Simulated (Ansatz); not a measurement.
Te₂Pb⁺. Total charge 1; doublet. Geometry PBE0-D4/def2-SVP.

```xyz
3

Pb   -0.917   -1.458   -0.143
Te   -0.562    1.423   -0.462
Te    1.479    0.035    0.605
```

In the def2 sets Pb, Te take a core potential; there is no spin–orbit coupling. The structure comes from a short search, and lower isomers may exist.

(1) Estimate the α-spin orbital energies around the gap (eV) in Ansatz with PBE-D4/def2-SVP, PBE0-D4/def2-SVP, PBE0-D4/def2-TZVP, r2SCAN0-D4/def2-TZVP, ωB97M-V/def2-TZVP.

Results:

(1) 
```
orbital  PBE-D4/def2-SVP  PBE0-D4/def2-SVP  PBE0-D4/def2-TZVP  r2SCAN0-D4/def2-TZVP  ωB97M-V/def2-TZVP
 HOMO−9           -26.80            -29.29             -29.19                -29.74             -31.95
 HOMO−8           -26.78            -29.26             -29.17                -29.72             -31.93
 HOMO−7           -22.09            -24.07             -23.84                -24.31             -26.60
 HOMO−6           -19.28            -20.95             -20.84                -21.24             -23.41
 HOMO−5           -17.56            -18.88             -18.75                -19.03             -21.21
 HOMO−4           -12.87            -13.83             -13.68                -13.87             -15.48
 HOMO−3           -12.04            -13.22             -13.14                -13.41             -15.26
 HOMO−2           -11.77            -12.73             -12.63                -12.82             -14.51
 HOMO−1           -10.89            -11.81             -11.72                -11.88             -13.54
   HOMO           -10.09            -11.14             -11.09                -11.35             -12.99
   LUMO            -8.38             -7.71              -7.64                 -7.54              -5.96
 LUMO+1            -7.55             -6.84              -6.74                 -6.72              -4.95
 LUMO+2            -6.91             -6.29              -6.22                 -6.13              -4.59
 LUMO+3            -6.44             -5.79              -5.74                 -5.57              -4.18
 LUMO+4            -1.46             -0.61              -1.93                 -1.50              -0.73
 LUMO+5            -0.25              0.54              -1.50                 -1.11              -0.56
 β HOMO           -10.76            -11.65             -11.56                -11.72             -13.36
 β LUMO            -9.33             -8.62              -8.53                 -8.42              -6.75
```
